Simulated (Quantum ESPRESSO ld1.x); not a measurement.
Problem. All-electron atom: Cs V in [Kr] 4d8 5s2 5p3 6p2 (not the ground configuration). All-electron calculation, Dirac Kohn-Sham, PBE, spin-unpolarised, spherical densities, point nucleus; open shells fill j = l - 1/2 first. Program: ld1.x of Quantum ESPRESSO 7.5.

Spin-orbit splittings of the eigenvalues, e(l+1/2) - e(l-1/2), with zeta = 2 splitting/(2l+1) and mean radii in bohr:

shell  occ.  splitting (eV)  zeta (eV)  <r> j=l-1/2  <r> j=l+1/2
2p        6               ?          ?      0.09403      0.09992
3p        6           67.63      45.09       0.2885       0.3002
3d       10           14.37      5.749       0.2710       0.2747
4p        6           14.32      9.544       0.7092       0.7347
4d        8           2.485     0.9940       0.7983       0.8071
5p        3           2.766      1.844        1.664        1.718
5d        0          0.3951     0.1580        2.115        2.134
6p        2          0.7301     0.4868        3.417        3.495

Estimate the 2p splitting.

Solution. 352.3 eV (zeta = 234.8 eV).
